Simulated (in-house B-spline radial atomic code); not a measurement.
Configurations of Sc+, with energies counted from [Ar] 3d1 4s1. Computed with an all-electron radial atomic-structure program (B-spline basis): non-relativistic HSE06, spin-polarised, spherical fractional occupations, exact exchange averaged over the configuration, point nucleus. Shells without spins written out take the highest spin.

Occupations are held fixed; configurations that lie above the ionisation limit could autoionise.

```json
{"configuration": "[Ar] 3d1 4p1", "E - E(ref) (eV)": "3.4482", "highest orbital": "4p up", "its <r> (bohr)": "4.067"}
{"configuration": "[Ar] 4s1 4p1", "E - E(ref) (eV)": "5.2353", "highest orbital": "4p up", "its <r> (bohr)": "3.673"}
{"configuration": "[Ar] 3d1 5s1", "E - E(ref) (eV)": "6.9434", "highest orbital": "5s up", "its <r> (bohr)": "7.148"}
{"configuration": "[Ar] 4s1 4f1", "E - E(ref) (eV)": "12.777", "highest orbital": "4f up", "its <r> (bohr)": "8.141"}
{"configuration": "[Ne] 3s2 3p5 3d1 4s1 4f1", "E - E(ref) (eV)": "43.38", "highest orbital": "4f up", "its <r> (bohr)": "8.148"}
```

Problem. Order these further configurations by energy, lowest first.
A. [Ar] 3d1 5f1
B. [Ne] 3s2 3p5 3d2 4s1
C. [Ar] 4s1 5s1
D. [Ne] 3s2 3p5 3d1 4s1 5p1
E. [Ar] 4s1 4d1

Solution. C (10.115 eV), E (10.415 eV), A (10.525 eV), B (28.816 eV), D (41.835 eV).
